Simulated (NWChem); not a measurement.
# C₃H₅BO₂; SMILES O=CB1COC1

```xyz
11

O     -0.5219    -2.3020     0.0000
C      0.4869    -1.6248     0.0000
B      0.2572    -0.0726     0.0000
C     -0.0229     1.0651    -1.0548
O     -0.2405     2.0100     0.0000
C     -0.0229     1.0651     1.0548
H      1.4990    -2.1142     0.0000
H     -0.9179     0.9164    -1.6903
H      0.8117     1.3540    -1.7230
H      0.8117     1.3540     1.7230
H     -0.9179     0.9164     1.6903
```
Atoms are numbered in this order, from 1.

All runs: NWChem. Pople sets run with spherical d functions. All runs use the structure optimised with PBE0/def2-SVP. Atomic charges in e: unrestrained fits to the electrostatic potential beside Mulliken populations; buried atoms are poorly determined by the fit.

Task: Estimate the computed values for Hartree-Fock/6-31G*. Quantities: ESP O1; Mulliken O1; ESP C2; Mulliken C2; ESP B3; Mulliken B3; ESP C4; Mulliken C4; ESP O5; Mulliken O5; relative RMS misfit of the potential (%).

Result: 
```json
{
 "ESP O1": "-0.43",
 "Mulliken O1": "-0.50",
 "ESP C2": "0.23",
 "Mulliken C2": "0.15",
 "ESP B3": "0.19",
 "Mulliken B3": "0.48",
 "ESP C4": "0.25",
 "Mulliken C4": "-0.18",
 "ESP O5": "-0.52",
 "Mulliken O5": "-0.66",
 "relative RMS misfit of the potential (%)": "21"
}
```
